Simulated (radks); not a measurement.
Results of a calculation; reference values are marked as such.
Numerical settings for the indium ion In+, [Kr] 4d10 5s2. Level of theory: scalar-relativistic Kohn-Sham, BLYP, spin-polarised, spherical densities, finite nucleus; Fermi nuclear charge, rms radius 4.6156 fm (a radial shooting solver on a logarithmic mesh with Libxc functionals). The defaults (mesh step 0.008 in ln r, mesh end at 40 bohr or more with all orbitals vanishing there, Anderson mixing 0.5 over 9 steps, residual threshold near 1e-9 with the energy settled to 1e-9 hartree or 1e-11 of itself, here a cap of 83 iterations) give E = -5881.9109 hartree and 5s at -14.954 eV in 16 iterations. Run on one thread of a shared host, so times are rough (Arm Neoverse N1): 0.28 s of CPU time, 0.28 s wall, 16 iterations on 2314 mesh points. Changes against that run (0 stands for a change within the tolerance of the run):

setting                     iterations         converged  E (mhartree)  e(5s) (meV)  CPU (s)
mesh step in ln r 0.05              13               yes       +0.0501     +0.00474     0.06
mesh step in ln r 0.012             14               yes             0            0     0.18
mesh step in ln r 0.02              15               yes             0            0     0.12
mesh end (bohr) 2                   16  level above zero     +9.68e+03    +9.32e+04     0.27
mesh end (bohr) 8                   16               yes        +0.215        +12.4     0.27
residual threshold 1e-05            13               yes             0     +0.00595     0.25
residual threshold 1e-16            83                no             0            0     0.74
mixing 0.05                         28               yes             0            0     0.45
linear mixing, mixing 0.05          83                no        +0.989        -93.5      1.3
linear mixing, mixing 0.5           83                no             0            0     0.75
mixing history 3                    22               yes             0            0     0.34
iteration cap 2                      2                no          +480    -1.02e+04     0.05

Settled on a wrong energy, with an occupied level pushed above zero by the early mesh end: mesh end (bohr) 2 (+9.68 hartree). Apart from these: no run marked as converged misses the energy by more than 1 mhartree. A mesh that ends early acts as a hard wall.
